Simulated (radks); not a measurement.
Question: All-electron atom: S in [Ne] 3s2 3p3 4s1 (not the ground configuration). Method: scalar-relativistic Kohn-Sham, PBE, spin-polarised, spherical densities, finite nucleus; open shells are filled with parallel spins first; Fermi nuclear charge, rms radius 3.2611 fm; computed with a radial shooting solver on a logarithmic mesh with Libxc functionals. Some entries of the table are withheld. Estimate them.

| orbital | occ. | eigenvalue (eV) | <r^2> (bohr^2) |
|---|---|---|---|
| 1s up | 1 | -2412.213 | 0.01263 |
| 1s down | 1 | -2411.763 | 0.01263 |
| 2s up | 1 | -217.8146 | 0.2731 |
| 2s down | 1 | -217.3672 | 0.2727 |
| 2p up | 3 | (1) | (2) |
| 2p down | 3 | (3) | (4) |
| 3s up | 1 | (5) | 3.091 |
| 3s down | 1 | (6) | 3.159 |
| 3p up | 3 | -12.6614 | 4.247 |
| 3p down | 0 | -9.3743 | 4.598 |
| 4s up | 1 | -2.2418 | 36.14 |

Answer: 
(1) 2p up eigenvalue (eV): -162.7158
(2) 2p up <r^2> (bohr^2): 0.2449
(3) 2p down eigenvalue (eV): -162.1033
(4) 2p down <r^2> (bohr^2): 0.2444
(5) 3s up eigenvalue (eV): -23.5048
(6) 3s down eigenvalue (eV): -20.0421
